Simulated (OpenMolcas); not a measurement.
## Ti3+, Zr3+, Hf3+: d down the group

```yaml
Program: OpenMolcas 26.06
Method: SS-CASPT2, IPEA 0.25 Eh, imaginary shift 0.1 Eh
Basis: ANO-RCC-VQZP
Scalar_Hamiltonian: DKH2, point nucleus
Spin-orbit_coupling: RASSI with atomic mean-field integrals over the reference wave functions, term energies averaged over their components
```

Active space for each ion: 1 electron in 10 orbitals (d d); closed shells correlated by CASPT2: Ti3+ 3s 3p; Zr3+ 4s 4p; Hf3+ 5s 5p.

Computed levels in cm-1 above 2D 3/2:

```json
{"Level": "2D 5/2", "Ti3+": "380", "Zr3+": "1223", "Hf3+": "4990"}
{"Level": "weight of 2D in the lowest level (%)", "Ti3+": "100", "Zr3+": "100", "Hf3+": "100"}
```

Measured, with the error of the calculation in %. Measured levels: Ti3+ from Corliss and Sugar, J. Phys. Chem. Ref. Data 8, 1 (1979); Zr3+ from the list in Rauch et al., Astron. Astrophys. 599, A142 (2017).

```csv
Level,Ti3+,Zr3+
2D 5/2,382 (-0.5),1251 (-2.2)
```

The fine-structure level 2D 5/2 changes by a factor of 13.1 from Ti3+ to Hf3+.

With one active electron, CASPT2 adds the correlation within the correlated inactive shells and between them and that electron, and leaves the splitting within a term as the reference gives it. With one active electron outside closed inactive shells, the extra shells (4d) add no correlation to the reference (holds for Ti3+). With one active electron outside closed inactive shells, the extra shells (5d) add no correlation to the reference (holds for Zr3+). With one active electron outside closed inactive shells, the extra shells (6d) add no correlation to the reference (holds for Hf3+). Computed and measured levels are paired by configuration, term and J; levels that our copy of the source lacks, or whose pairing is in doubt (as where it misses far off the trend of its configuration), stay unpaired and out of the deviations. Levels of configurations outside the active space are missing.
